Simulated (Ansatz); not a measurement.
Computed with B3LYP-D3(BJ)/def2-TZVP run with Ansatz (a first-principles code). No frequencies were computed at this level.

Ansatz 0.2 input:
```yaml
crystal:
  periodic: [false, false, false]
  atoms:
    - { symbol: Si, position_ang: [1.69527, -0.994916, 0.091065] }
    - { symbol: B, position_ang: [0.001288, 0.010276, 0.011181] }
    - { symbol: Si, position_ang: [-1.708833, -0.949424, 0.216114] }
    - { symbol: Si, position_ang: [0.015058, 1.956881, -0.295777] }
    - { symbol: H, position_ang: [2.212218, -0.992698, 1.473287] }
    - { symbol: H, position_ang: [2.788071, -0.447112, -0.731718] }
    - { symbol: H, position_ang: [1.6201, -2.415634, -0.290663] }
    - { symbol: H, position_ang: [-2.903514, -0.116713, 0.439827] }
    - { symbol: H, position_ang: [-1.716561, -1.917417, 1.327503] }
    - { symbol: H, position_ang: [-2.015492, -1.736357, -0.993048] }
    - { symbol: H, position_ang: [-0.985735, 2.705464, 0.485159] }
    - { symbol: H, position_ang: [1.288356, 2.646287, -0.024275] }
    - { symbol: H, position_ang: [-0.290226, 2.251364, -1.708658] }
basis:
  gaussian: { orbitals: def2-tzvp }
hamiltonian:
  xc: b3lyp
  dispersion: d3bj
relax:
  max_steps: 150
```

Output:

```
[...]
reference -24457.30513133 eV, -898.7893858197 hartree; 28, 28 occupied and 168, 168 virtual orbitals, 1348 factors
relax step   3: F+E_penalty+E_count = -24457.88148155 eV  Δ(F+E_penalty+E_count) = -7.981e-3 eV  max|allowed force component| = 3.055e-2 eV/Å  Δτ_max = 0.0369 Å  (30 SCF iters, accepted)
these checks for a lower state are left out or cut short: starts, cluster_reference, orbital_swaps, neighbouring_geometries, increment
1348 factors; their error is unknown
mean field evaluation 32: about -24457.3058 eV, gradient 1.4e-1 eV
mean field -24457.30583173 eV, -898.7894115589 hartree, gradient 2.0e-5 eV, S^2 0.000000; 0 other end points of the search recorded, 0 dependent functions left out
reference -24457.30617398 eV, -898.7894241363 hartree; 28, 28 occupied and 168, 168 virtual orbitals, 1348 factors
relax step   4: F+E_penalty+E_count = -24457.88208949 eV  Δ(F+E_penalty+E_count) = -6.079e-4 eV  max|allowed force component| = 1.540e-2 eV/Å  Δτ_max = 0.0124 Å  (30 SCF iters, accepted)
these checks for a lower state are left out or cut short: starts, cluster_reference, orbital_swaps, neighbouring_geometries, increment
1348 factors; their error is unknown
mean field -24457.30596646 eV, -898.7894165101 hartree, gradient 2.0e-5 eV, S^2 0.000000; 0 other end points of the search recorded, 0 dependent functions left out
reference -24457.30630838 eV, -898.7894290754 hartree; 28, 28 occupied and 168, 168 virtual orbitals, 1348 factors
relax step   5: F+E_penalty+E_count = -24457.88277285 eV  Δ(F+E_penalty+E_count) = -6.834e-4 eV  max|allowed force component| = 1.067e-2 eV/Å  Δτ_max = 0.0296 Å  (29 SCF iters, accepted)
these checks for a lower state are left out or cut short: starts, cluster_reference, orbital_swaps, neighbouring_geometries, increment
1348 factors; their error is unknown
mean field -24457.30592046 eV, -898.7894148195 hartree, gradient 2.1e-5 eV, S^2 0.000000; 0 other end points of the search recorded, 0 dependent functions left out
reference -24457.30626208 eV, -898.7894273738 hartree; 28, 28 occupied and 168, 168 virtual orbitals, 1348 factors
relax step   6: F+E_penalty+E_count = -24457.88315996 eV  Δ(F+E_penalty+E_count) = -3.871e-4 eV  max|allowed force component| = 1.798e-2 eV/Å  Δτ_max = 0.0466 Å  (28 SCF iters, accepted)
these checks for a lower state are left out or cut short: starts, cluster_reference, orbital_swaps, neighbouring_geometries, increment
1348 factors; their error is unknown
mean field -24457.30615706 eV, -898.7894235145 hartree, gradient 2.1e-5 eV, S^2 0.000000; 0 other end points of the search recorded, 0 dependent functions left out
reference -24457.30649866 eV, -898.7894360682 hartree; 28, 28 occupied and 168, 168 virtual orbitals, 1348 factors
relax step   7: F+E_penalty+E_count = -24457.88332211 eV  Δ(F+E_penalty+E_count) = -1.621e-4 eV  max|allowed force component| = 1.412e-2 eV/Å  Δτ_max = 0.0247 Å  (29 SCF iters, accepted)
these checks for a lower state are left out or cut short: starts, cluster_reference, orbital_swaps, neighbouring_geometries, increment
1348 factors; their error is unknown
mean field evaluation 64: about -24457.3066 eV, gradient 2.1e-5 eV
mean field -24457.30656192 eV, -898.7894383926 hartree, gradient 2.1e-5 eV, S^2 0.000000; 0 other end points of the search recorded, 0 dependent functions left out
reference -24457.30690360 eV, -898.7894509494 hartree; 28, 28 occupied and 168, 168 virtual orbitals, 1348 factors
relax step   8: F+E_penalty+E_count = -24457.88352814 eV  Δ(F+E_penalty+E_count) = -2.060e-4 eV  max|allowed force component| = 1.892e-2 eV/Å  Δτ_max = 0.0415 Å  (29 SCF iters, accepted)
these checks for a lower state are left out or cut short: starts, cluster_reference, orbital_swaps, neighbouring_geometries, increment
1348 factors; their error is unknown
mean field -24457.30680878 eV, -898.7894474647 hartree, gradient 2.1e-5 eV, S^2 0.000000; 0 other end points of the search recorded, 0 dependent functions left out
reference -24457.30715059 eV, -898.7894600260 hartree; 28, 28 occupied and 168, 168 virtual orbitals, 1348 factors
relax step   9: F+E_penalty+E_count = -24457.88366807 eV  Δ(F+E_penalty+E_count) = -1.399e-4 eV  max|allowed force component| = 2.365e-2 eV/Å  Δτ_max = 0.0275 Å  (29 SCF iters, accepted)
these checks for a lower state are left out or cut short: starts, cluster_reference, orbital_swaps, neighbouring_geometries, increment
1348 factors; their error is unknown
mean field -24457.30703648 eV, -898.7894558325 hartree, gradient 2.1e-5 eV, S^2 0.000000; 0 other end points of the search recorded, 0 dependent functions left out
reference -24457.30737851 eV, -898.7894684019 hartree; 28, 28 occupied and 168, 168 virtual orbitals, 1348 factors
relax step  10: F+E_penalty+E_count = -24457.88383167 eV  Δ(F+E_penalty+E_count) = -1.636e-4 eV  max|allowed force component| = 3.223e-2 eV/Å  Δτ_max = 0.0519 Å  (29 SCF iters, accepted)
these checks for a lower state are left out or cut short: starts, cluster_reference, orbital_swaps, neighbouring_geometries, increment
1348 factors; their error is unknown
mean field -24457.30703580 eV, -898.7894558074 hartree, gradient 2.1e-5 eV, S^2 0.000000; 0 other end points of the search recorded, 0 dependent functions left out
reference -24457.30737796 eV, -898.7894683817 hartree; 28, 28 occupied and 168, 168 virtual orbitals, 1348 factors
relax step  11: F+E_penalty+E_count = -24457.88394697 eV  Δ(F+E_penalty+E_count) = -1.153e-4 eV  max|allowed force component| = 3.001e-2 eV/Å  Δτ_max = 0.0221 Å  (29 SCF iters, accepted)
these checks for a lower state are left out or cut short: starts, cluster_reference, orbital_swaps, neighbouring_geometries, increment
1348 factors; their error is unknown
mean field -24457.30700711 eV, -898.7894547533 hartree, gradient 2.1e-5 eV, S^2 0.000000; 0 other end points of the search recorded, 0 dependent functions left out
reference -24457.30734942 eV, -898.7894673328 hartree; 28, 28 occupied and 168, 168 virtual orbitals, 1348 factors
relax step  12: F+E_penalty+E_count = -24457.88411476 eV  Δ(F+E_penalty+E_count) = -1.678e-4 eV  max|allowed force component| = 2.081e-2 eV/Å  Δτ_max = 0.0303 Å  (28 SCF iters, accepted)
these checks for a lower state are left out or cut short: starts, cluster_reference, orbital_swaps, neighbouring_geometries, increment
1348 factors; their error is unknown
mean field evaluation 96: about -24457.3069 eV, gradient 3.1e-5 eV
mean field -24457.30694451 eV, -898.7894524525 hartree, gradient 2.1e-5 eV, S^2 0.000000; 0 other end points of the search recorded, 0 dependent functions left out
reference -24457.30728712 eV, -898.7894650435 hartree; 28, 28 occupied and 168, 168 virtual orbitals, 1348 factors
relax step  13: F+E_penalty+E_count = -24457.88429289 eV  Δ(F+E_penalty+E_count) = -1.781e-4 eV  max|allowed force component| = 2.147e-2 eV/Å  Δτ_max = 0.0613 Å  (29 SCF iters, accepted)
these checks for a lower state are left out or cut short: starts, cluster_reference, orbital_swaps, neighbouring_geometries, increment
1348 factors; their error is unknown
mean field -24457.30711479 eV, -898.7894587103 hartree, gradient 2.1e-5 eV, S^2 0.000000; 0 other end points of the search recorded, 0 dependent functions left out
reference -24457.30745752 eV, -898.7894713054 hartree; 28, 28 occupied and 168, 168 virtual orbitals, 1348 factors
relax step  14: F+E_penalty+E_count = -24457.88437259 eV  Δ(F+E_penalty+E_count) = -7.970e-5 eV  max|allowed force component| = 1.802e-2 eV/Å  Δτ_max = 0.0154 Å  (29 SCF iters, accepted)
these checks for a lower state are left out or cut short: starts, cluster_reference, orbital_swaps, neighbouring_geometries, increment
1348 factors; their error is unknown
mean field -24457.30732084 eV, -898.7894662824 hartree, gradient 2.0e-5 eV, S^2 0.000000; 0 other end points of the search recorded, 0 dependent functions left out
reference -24457.30766370 eV, -898.7894788823 hartree; 28, 28 occupied and 168, 168 virtual orbitals, 1348 factors
relax step  15: F+E_penalty+E_count = -24457.88446022 eV  Δ(F+E_penalty+E_count) = -8.763e-5 eV  max|allowed force component| = 1.179e-2 eV/Å  Δτ_max = 0.0177 Å  (29 SCF iters, accepted)
these checks for a lower state are left out or cut short: starts, cluster_reference, orbital_swaps, neighbouring_geometries, increment
1348 factors; their error is unknown
mean field -24457.30745286 eV, -898.7894711343 hartree, gradient 2.1e-5 eV, S^2 0.000000; 0 other end points of the search recorded, 0 dependent functions left out
reference -24457.30779593 eV, -898.7894837420 hartree; 28, 28 occupied and 168, 168 virtual orbitals, 1348 factors
relax step  16: F+E_penalty+E_count = -24457.88454334 eV  Δ(F+E_penalty+E_count) = -8.312e-5 eV  max|allowed force component| = 1.086e-2 eV/Å  Δτ_max = 0.0329 Å  (28 SCF iters, accepted)
these checks for a lower state are left out or cut short: starts, cluster_reference, orbital_swaps, neighbouring_geometries, increment
1348 factors; their error is unknown
mean field -24457.30749645 eV, -898.7894727361 hartree, gradient 2.1e-5 eV, S^2 0.000000; 0 other end points of the search recorded, 0 dependent functions left out
reference -24457.30783976 eV, -898.7894853525 hartree; 28, 28 occupied and 168, 168 virtual orbitals, 1348 factors
relax step  17: F+E_penalty+E_count = -24457.88460976 eV  Δ(F+E_penalty+E_count) = -6.642e-5 eV  max|allowed force component| = 1.477e-2 eV/Å  Δτ_max = 0.0481 Å  (28 SCF iters, accepted)
these checks for a lower state are left out or cut short: starts, cluster_reference, orbital_swaps, neighbouring_geometries, increment
1348 factors; their error is unknown
mean field evaluation 128: about -24457.2331 eV, gradient 3.6e-1 eV
mean field -24457.30748401 eV, -898.7894722791 hartree, gradient 2.0e-5 eV, S^2 0.000000; 0 other end points of the search recorded, 0 dependent functions left out
reference -24457.30782734 eV, -898.7894848960 hartree; 28, 28 occupied and 168, 168 virtual orbitals, 1348 factors
relax step  18: F+E_penalty+E_count = -24457.88465009 eV  Δ(F+E_penalty+E_count) = -4.033e-5 eV  max|allowed force component| = 1.477e-2 eV/Å  Δτ_max = 0.0128 Å  (29 SCF iters, accepted)
these checks for a lower state are left out or cut short: starts, cluster_reference, orbital_swaps, neighbouring_geometries, increment
1348 factors; their error is unknown
mean field -24457.30742605 eV, -898.7894701491 hartree, gradient 2.0e-5 eV, S^2 0.000000; 0 other end points of the search recorded, 0 dependent functions left out
reference -24457.30776938 eV, -898.7894827660 hartree; 28, 28 occupied and 168, 168 virtual orbitals, 1348 factors
relax step  19: F+E_penalty+E_count = -24457.88470710 eV  Δ(F+E_penalty+E_count) = -5.702e-5 eV  max|allowed force component| = 1.024e-2 eV/Å  Δτ_max = 0.0226 Å  (29 SCF iters, accepted)
these checks for a lower state are left out or cut short: starts, cluster_reference, orbital_swaps, neighbouring_geometries, increment
1348 factors; their error is unknown
mean field -24457.30740915 eV, -898.7894695279 hartree, gradient 2.0e-5 eV, S^2 0.000000; 0 other end points of the search recorded, 0 dependent functions left out
reference -24457.30775247 eV, -898.7894821448 hartree; 28, 28 occupied and 168, 168 virtual orbitals, 1348 factors
relax step  20: F+E_penalty+E_count = -24457.88472733 eV  Δ(F+E_penalty+E_count) = -2.022e-5 eV  max|allowed force component| = 6.481e-3 eV/Å  Δτ_max = 0.0223 Å  (29 SCF iters, accepted)
these checks for a lower state are left out or cut short: starts, cluster_reference, orbital_swaps, neighbouring_geometries, increment
1348 factors; their error is unknown
mean field -24457.30744778 eV, -898.7894709475 hartree, gradient 2.0e-5 eV, S^2 0.000000; 0 other end points of the search recorded, 0 dependent functions left out
reference -24457.30779110 eV, -898.7894835641 hartree; 28, 28 occupied and 168, 168 virtual orbitals, 1348 factors
relax step  21: F+E_penalty+E_count = -24457.88473561 eV  Δ(F+E_penalty+E_count) = -8.279e-6 eV  max|allowed force component| = 4.900e-3 eV/Å  Δτ_max = 0.0127 Å  (30 SCF iters, accepted)
1348 factors; their error is unknown
mean field evaluation 160: about -24457.1229 eV, gradient 5.5e0 eV
mean field -24457.30744778 eV, -898.7894709475 hartree, gradient 2.3e-5 eV, S^2 0.000000; 1 other end points of the search recorded, 0 dependent functions left out
reference -24457.30779110 eV, -898.7894835641 hartree; 28, 28 occupied and 168, 168 virtual orbitals, 1348 factors
Total energy: -24457.88507892 eV, -898.8106985005 hartree
Atom 0 at     1.704412    -0.995180     0.088534 Å, force    -0.000107     0.000601     0.000620 eV/Å
Atom 1 at    -0.018505     0.021763     0.050850 Å, force    -0.002341    -0.000566    -0.002197 eV/Å
Atom 2 at    -1.738257    -0.971921     0.296220 Å, force     0.002789    -0.000731     0.001673 eV/Å
Atom 3 at     0.021909     1.985276    -0.333007 Å, force     0.002308     0.003686    -0.002600 eV/Å
Atom 4 at     2.113923    -0.925524     1.521073 Å, force     0.000778    -0.000290     0.001198 eV/Å
Atom 5 at     2.786993    -0.388808    -0.725846 Å, force    -0.000468     0.000191    -0.000088 eV/Å
Atom 6 at     1.576967    -2.426902    -0.281137 Å, force    -0.000975    -0.000062    -0.000071 eV/Å
Atom 7 at    -2.853129    -0.159720     0.842700 Å, force     0.000164     0.000373    -0.000152 eV/Å
Atom 8 at    -1.593842    -2.194933     1.125476 Å, force    -0.000490    -0.000565    -0.000030 eV/Å
Atom 9 at    -2.109504    -1.399913    -1.082913 Å, force    -0.000797    -0.000033    -0.001025 eV/Å
Atom 10 at    -1.109484     2.753181     0.243302 Å, force     0.001993    -0.002140    -0.001245 eV/Å
Atom 11 at     1.292118     2.637629     0.073947 Å, force    -0.002718    -0.000413    -0.000982 eV/Å
Atom 12 at    -0.073602     2.065053    -1.819202 Å, force    -0.000135    -0.000050     0.004900 eV/Å
Dipole moment:    -0.002385     0.005961     0.021729 e Å
```

Cost: around 3 core-minutes (rough).
